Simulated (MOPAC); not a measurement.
Input for MOPAC: PM3 on CH7GeN (SMILES [CH3][GeH2][NH2]), a point of a torsion scan.

```
PM3 1SCF PRECISE CHARGE=0 THREADS=1
CH7GeN

C      1.35192574 1     0.49629316 1     0.01250021 1
Ge    -0.16879543 1    -0.76557943 1    -0.00989357 1
N     -1.79064700 1     0.04927887 1     0.12464377 1
H      2.29313945 1    -0.02219986 1    -0.13839515 1
H      1.23998463 1     1.22869000 1    -0.78397190 1
H      1.40677391 1     1.03054174 1     0.95819331 1
H     -0.11204549 1    -1.77148783 1     1.10420469 1
H     -0.19794673 1    -1.50863974 1    -1.31753175 1
H     -1.84810761 1     0.98099094 1    -0.26237786 1
H     -2.19551733 1     0.07929735 1     1.04950002 1
```

It printed:

```
*******************************************************************************
 **                                                                           **
 **                              MOPAC v23.2.5                                **
 **                                                                           **
 *******************************************************************************
 ** MOPAC's Digital Object Identifier: https://doi.org/10.5281/zenodo.6511958 **
 **                                                                           **
 ** Please cite the open-source release paper for use of this MOPAC version:  **
 ** J. E. Moussa and J. J. P. Stewart (2026)                                  **
 ** MOPAC: An open-source semiempirical molecular orbital program             **
 ** J. Open Source Softw., 11(119), 8025, https://doi.org/10.21105/joss.08025 **
 *******************************************************************************

                              PM3 CALCULATION RESULTS

 *******************************************************************************
 *  PM3        - The PM3 Hamiltonian to be used
 *
 *
 *
 *                 CHARGE ON SYSTEM = 0
 *
 *
 *
 *  PRECISE    - TIGHTER CRITERIA TO BE USED
 *  1SCF       - DO 1 SCF AND THEN STOP
 *  THREADS=1  - MULTI-THREADING NOT USED
 *  T=         - A TIME OF 172800.0 SECONDS REQUESTED
 *  DUMP=N     - RESTART FILE WRITTEN EVERY 7200.0 SECONDS REQUESTED
 *******************************************************************************
PM3 1SCF PRECISE CHARGE=0 THREADS=1
 CH7GeN

   ATOM   CHEMICAL          X               Y               Z
  NUMBER   SYMBOL      (ANGSTROMS)     (ANGSTROMS)     (ANGSTROMS)

     1       C          1.35192574  *   0.49629316  *   0.01250021  *
     2      Ge         -0.16879543  *  -0.76557943  *  -0.00989357  *
     3       N         -1.79064700  *   0.04927887  *   0.12464377  *
     4       H          2.29313945  *  -0.02219986  *  -0.13839515  *
     5       H          1.23998463  *   1.22869000  *  -0.78397190  *
     6       H          1.40677391  *   1.03054174  *   0.95819331  *
     7       H         -0.11204549  *  -1.77148783  *   1.10420469  *
     8       H         -0.19794673  *  -1.50863974  *  -1.31753175  *
     9       H         -1.84810761  *   0.98099094  *  -0.26237786  *
    10       H         -2.19551733  *   0.07929735  *   1.04950002  *



          CARTESIAN COORDINATES

    NO.       ATOM           X           Y           Z

     1         C          1.3519      0.4963      0.0125
     2        Ge         -0.1688     -0.7656     -0.0099
     3         N         -1.7906      0.0493      0.1246
     4         H          2.2931     -0.0222     -0.1384
     5         H          1.2400      1.2287     -0.7840
     6         H          1.4068      1.0305      0.9582
     7         H         -0.1120     -1.7715      1.1042
     8         H         -0.1979     -1.5086     -1.3175
     9         H         -1.8481      0.9810     -0.2624
    10         H         -2.1955      0.0793      1.0495

  H: (PM3): J. J. P. STEWART, J. COMP. CHEM. 10, 209 (1989).
  C: (PM3): J. J. P. STEWART, J. COMP. CHEM. 10, 209 (1989).
  N: (PM3): J. J. P. STEWART, J. COMP. CHEM. 10, 209 (1989).
 Ge: (PM3): J. J. P. STEWART, J. COMP. CHEM. 12, 320-341 (1991).

           Empirical Formula: C H7 N Ge  =    10 atoms



      MOLECULAR POINT GROUP   :   C1


      RHF CALCULATION, NO. OF DOUBLY OCCUPIED LEVELS = 10


 -------------------------------------------------------------------------------
 PM3 1SCF PRECISE CHARGE=0 THREADS=1
 CH7GeN



     1SCF WAS SPECIFIED, SO BFGS WAS NOT USED
     SCF FIELD WAS ACHIEVED


                              PM3 CALCULATION
                                                       MOPAC v23.2.5 Linux




          FINAL HEAT OF FORMATION =          2.54551 KCAL/MOL =      10.65039 KJ/MOL


          COSMO AREA              =        109.06 SQUARE ANGSTROMS
          COSMO VOLUME            =         96.72 CUBIC ANGSTROMS

          IONIZATION POTENTIAL    =          9.209595 EV
          HOMO LUMO ENERGIES (EV) =         -9.210  0.188
          NO. OF FILLED LEVELS    =         10
          MOLECULAR WEIGHT        =        105.6630         POINT GROUP:  C1

          MOLECULAR DIMENSIONS (Angstroms)

            Atom       Atom       Distance
            H    10    H     4     4.64429
            H     6    H     8     3.65612
            H     7    H     5     3.20540


          SCF CALCULATIONS        =          1





   ATOM   CHEMICAL          X               Y               Z
  NUMBER   SYMBOL      (ANGSTROMS)     (ANGSTROMS)     (ANGSTROMS)

     1       C          1.35192574  *   0.49629316  *   0.01250021  *
     2      Ge         -0.16879543  *  -0.76557943  *  -0.00989357  *
     3       N         -1.79064700  *   0.04927887  *   0.12464377  *
     4       H          2.29313945  *  -0.02219986  *  -0.13839515  *
     5       H          1.23998463  *   1.22869000  *  -0.78397190  *
     6       H          1.40677391  *   1.03054174  *   0.95819331  *
     7       H         -0.11204549  *  -1.77148783  *   1.10420469  *
     8       H         -0.19794673  *  -1.50863974  *  -1.31753175  *
     9       H         -1.84810761  *   0.98099094  *  -0.26237786  *
    10       H         -2.19551733  *   0.07929735  *   1.04950002  *

                             CARTESIAN COORDINATES

   1    C        1.351925740     0.496293160     0.012500210
   2   Ge       -0.168795430    -0.765579430    -0.009893570
   3    N       -1.790647000     0.049278870     0.124643770
   4    H        2.293139450    -0.022199860    -0.138395150
   5    H        1.239984630     1.228690000    -0.783971900
   6    H        1.406773910     1.030541740     0.958193310
   7    H       -0.112045490    -1.771487830     1.104204690
   8    H       -0.197946730    -1.508639740    -1.317531750
   9    H       -1.848107610     0.980990940    -0.262377860
  10    H       -2.195517330     0.079297350     1.049500020


           Empirical Formula: C H7 N Ge  =    10 atoms



      MOLECULAR POINT GROUP   :   C1


                  EIGENVALUES
 -29.02236 -27.41266 -15.71399 -15.09203 -14.10181 -13.94726 -12.56554 -11.87875
 -11.41445  -9.20960   0.18828   0.39377   0.64610   3.06965   4.41074   4.46657
   4.48725   4.60303   5.36850


              NET ATOMIC CHARGES AND DIPOLE CONTRIBUTIONS

  ATOM NO.   TYPE          CHARGE      No. of ELECS.   s-Pop       p-Pop
    1          C          -0.271452        4.2715     1.17102     3.10043
    2         Ge           0.368909        3.6311     0.74248     2.88861
    3          N          -0.171731        5.1717     1.43819     3.73354
    4          H           0.055737        0.9443     0.94426
    5          H           0.053474        0.9465     0.94653
    6          H           0.050631        0.9494     0.94937
    7          H          -0.082591        1.0826     1.08259
    8          H          -0.083402        1.0834     1.08340
    9          H           0.040417        0.9596     0.95958
   10          H           0.040009        0.9600     0.95999
 DIPOLE           X         Y         Z       TOTAL
 POINT-CHG.     0.033     0.029     0.098     0.108
 HYBRID         0.674     0.934     0.679     1.337
 SUM            0.706     0.963     0.777     1.425


          ATOMIC ORBITAL ELECTRON POPULATIONS

     Atom    s        px        py        pz
    1  C   1.17102   1.03935   1.03080   1.03028
    2 Ge   0.74248   0.87986   0.97785   1.03090
    3  N   1.43819   1.27283   1.23753   1.22318
    4  H   0.94426
    5  H   0.94653
    6  H   0.94937
    7  H   1.08259
    8  H   1.08340
    9  H   0.95958
   10  H   0.95999

 **********************
 *                    *
 * JOB ENDED NORMALLY *
 *                    *
 **********************




 == MOPAC DONE ==
```

The run finished.

Cost: very roughly 0.020 core-seconds.
